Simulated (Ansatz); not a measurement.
`C[SiH](F)S` + NH₃ → `N[SiH](F)S` + CH₄ at 500 K and 1 bar (ligand exchange at the Si–C bond).

Computed with Ansatz on PBE0-D4/def2-TZVP structures; ΔE is electronic, products minus reactants. CCSD(T)/CBS adds triple-zeta CCSD(T) − MP2 to the extrapolated MP2 energy (def2 sets, frozen cores). This one scheme is used for every species. Each species was taken in one conformer, which may not be the lowest.

```
     species  CCSD(T)/CBS energy (Eh)  H − E (kJ/mol)  S (J/(mol·K))
`C[SiH](F)S`               -827.81979           195.3          387.8
         NH₃                -56.50880           108.2          211.8
`N[SiH](F)S`               -843.89255           167.3          380.5
         CH₄                -40.46206           135.6          206.8
```

H − E and S are ideal-gas, rigid-rotor, harmonic terms from PBE0-D4/def2-TZVP, for one conformer and one mirror image of each species. 1 Eh = 2625.50 kJ/mol, R = 8.31446 J/(mol·K).

Task: By hand: ΔE, ΔH, ΔS and ΔG.

Result: ΔE = (-843.89255) + (-40.46206) − (-827.81979) − (-56.50880) = -0.02602 Eh = -68.3 kJ/mol. Δ(H − E) = 167.3 + 135.6 − 195.3 − 108.2 = -0.6, so ΔH = -68.9 kJ/mol. ΔS = 380.5 + 206.8 − 387.8 − 211.8 = -12.3 J/(mol·K). ΔG = -68.9 − 500 × (-12.3)/1000 = -62.8 kJ/mol.

Task: By hand: the equilibrium constant, and the temperature at which ΔG would vanish if ΔH and ΔS stayed fixed.

Result: log₁₀ K = −ΔG/(RT ln 10) = 6.6. ΔG = 0 at ΔH/ΔS = 5602 K, far beyond where these terms or the molecules hold.

The number of gas molecules stays the same, so ΔS is small and ΔH decides. A doubt of 5 kJ/mol in ΔE shifts log₁₀ K by 0.5 here. Other conformers and mirror images would add mixing entropy, several J/(mol·K) or more a flexible species. These are equilibria of isolated gas molecules and say nothing of rates. Largest T1 diagnostic: 0.011 (customary marks: 0.02 for closed shells, 0.045 for open ones).
